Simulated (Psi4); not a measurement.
Cl4Si, singlet, at a GFN2-xTB geometry. Base run: B3LYP/STO-3G (Psi4).

Geometry (Å):
```xyz
5

Si     0.0000     0.0000     0.0000
Cl     1.1541     1.1512     1.1833
Cl    -1.1886    -1.1574     1.1424
Cl     1.1715    -1.1684    -1.1488
Cl    -1.1370     1.1746    -1.1768
```
All else is at Psi4's defaults (density fitting).
Base energy -2107.04594 Eh.

Each row names what was changed in the base input (with any setting that the change needs).

| change | ΔE vs base (µEh) | SCF cycles | grid points | basis functions |
|---|---|---|---|---|
| base | 0.0 | 5 | 99542 | 45 |
| guess = core | 0.0 | 7 | 99542 | 45 |
| scf_type = mem_df | 0.0 | 5 | 99542 | 45 |
| scf_type = cd | 2339 | 5 | 99542 | 45 |
| dft_radial_points = 35 | -2133 | 5 | 47511 | 45 |
| dft_radial_scheme = becke | 8.1 | 5 | 88384 | 45 |
| cholesky_tolerance = 1e-6 (with scf_type cd) | 3445 | 5 | 99542 | 45 |
| scf_type = dfdirj+cosx | -851 | 6 | 99542 | 45 |
| guess = sap | 0.0 | 6 | 99542 | 45 |
| d_convergence = 1e-8 | 0.0 | 7 | 99542 | 45 |
| dft_radial_points = 99 | 6.2 | 5 | 131652 | 45 |
| scf_initial_accelerator = none | 0.0 | 5 | 99542 | 45 |
| cholesky_tolerance = 1e-3 (with scf_type cd) | 3807 | 5 | 99542 | 45 |
